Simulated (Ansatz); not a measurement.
`N#[C][SnH2][C]#N` + `[CH3][GaH][CH3]` → `[CH3][Ga]([CH3])[C]#N` + `N#[C][SnH3]`  (formal exchange of groups at a C–Sn bond)

Gas-phase electronic energies from Ansatz, PBE0-D4/def2-TZVP geometries. CCSD(T)/CBS is the MP2 limit (def2-TZVPP, def2-QZVPP) plus CCSD(T) − MP2 in def2-TZVPP, frozen cores. Functionals use def2-TZVPP. B3LYP here is the variant with VWN-RPA as its local correlation; programs differ in this. HSE06 is defined as in plane-wave codes. Elements past krypton have def2 core potentials. For Ga, Sn outer-core shells are correlated without core-valence functions, which leaves a few kJ/mol of doubt a bond. Scalar relativity is left out up to krypton.

`N#[C][SnH2][C]#N`:

```xyz
7

N    -0.603   -0.822   -2.709
C    -0.481   -0.637   -1.579
Sn   -0.297   -0.352    0.492
C     1.017    1.273    0.689
N     1.734    2.162    0.835
H    -1.802    0.093    1.111
H     0.432   -1.719    1.162
```

`[CH3][GaH][CH3]`:

Cartesian coordinates in Å:
```
C 1.472 -0.529 0.726
Ga 0.129 -0.261 -0.692
C -1.552 0.691 -0.296
H 2.091 0.372 0.804
H 2.137 -1.368 0.518
H 1.001 -0.678 1.700
H 0.399 -0.810 -2.147
H -2.270 -0.018 0.129
H -2.006 1.123 -1.188
H -1.401 1.478 0.447
```

`[CH3][Ga]([CH3])[C]#N`:

Cartesian coordinates in Å:
```
C 1.551 0.954 -0.470
Ga 0.050 -0.148 0.116
C -1.863 -0.032 -0.255
C 0.556 -1.644 1.295
N 0.852 -2.520 1.986
H 1.239 1.773 -1.118
H 2.067 1.366 0.401
H 2.275 0.334 -1.006
H -2.414 0.071 0.683
H -2.112 0.805 -0.907
H -2.202 -0.960 -0.724
```

`N#[C][SnH3]`:

Cartesian coordinates in Å:
```
N 1.144 -0.169 2.332
C 0.635 -0.094 1.301
Sn -0.291 0.043 -0.593
H -1.601 1.101 -0.399
H 0.889 0.651 -1.648
H -0.776 -1.531 -0.993
```

| level | ΔE (kJ/mol) | difference from CCSD(T)/CBS |
| --- | --- | --- |
| LDA (SPW92) | -59.6 | -6.5 |
| PBE-D4 | -55.2 | -2.1 |
| revPBE-D4 | -53.2 | -0.1 |
| BLYP-D4 | -54.7 | -1.6 |
| r2SCAN-D4 | -57.8 | -4.7 |
| B97M-V | -53.2 | -0.1 |
| PBE0-D4 | -57.5 | -4.4 |
| B3LYP-D4 | -56.8 | -3.7 |
| r2SCANh-D4 | -58.6 | -5.5 |
| r2SCAN0-D4 | -59.7 | -6.6 |
| HSE06-D4 | -57.5 | -4.4 |
| BHLYP-D4 | -59.0 | -5.9 |
| ωB97X-V | -56.5 | -3.4 |
| ωB97M-V | -56.6 | -3.5 |
| B2PLYP | -56.1 | -3.0 |
| PBE-QIDH | -57.5 | -4.4 |
| revPBE | -54.1 | -1.0 |
| PBE0 | -57.5 | -4.4 |
| B3LYP | -57.1 | -4.0 |
| r2SCANh | -58.5 | -5.4 |
| r2SCAN0 | -59.6 | -6.5 |
| BHLYP | -59.2 | -6.1 |
| CAM-B3LYP | -58.1 | -5.0 |
| LC-ωPBE | -57.0 | -3.9 |
| RPA@PBE/def2-TZVPP | -52.8 | 0.3 |
| HF/def2-SVP | -62.8 | -9.7 |
| MP2/def2-SVP | -55.8 | -2.7 |
| CCSD/def2-SVP | -56.5 | -3.4 |
| CCSD(T)/def2-SVP | -56.3 | -3.2 |
| HF/def2-TZVPP | -60.0 | -6.9 |
| MP2/def2-TZVPP | -55.2 | -2.1 |
| SCS-MP2/def2-TZVPP | -53.9 | -0.8 |
| CCSD/def2-TZVPP | -56.5 | -3.4 |
| CCSD(T)/def2-TZVPP | -55.7 | -2.6 |
| HF/def2-QZVPP | -59.5 | -6.4 |
| MP2/def2-QZVPP | -53.5 | -0.4 |
| SCS-MP2/def2-QZVPP | -52.3 | 0.8 |
| HF/CBS(def2) | -59.5 | -6.4 |
| MP2/CBS(def2) | -52.6 | 0.5 |
| CCSD/CBS(def2) | -53.9 | -0.8 |
| CCSD(T)/CBS | -53.1 | 0 |

Largest T1 diagnostic among the species: 0.015.

In def2-TZVPP, CCSD(T) changes the Hartree–Fock value by +4.4 kJ/mol (the triples alone add +0.9 kJ/mol) and MP2 by +4.9 kJ/mol. At CCSD(T), def2-SVP lies −3.2 kJ/mol from the extrapolated value and def2-TZVPP −2.6 kJ/mol. Leaving LDA and LC-ωPBE aside and taking each functional with its dispersion term where it has one, the values spread over 6.5 kJ/mol, from r2SCAN0-D4 to revPBE-D4. LDA lies −4.4 kJ/mol from PBE without D4.
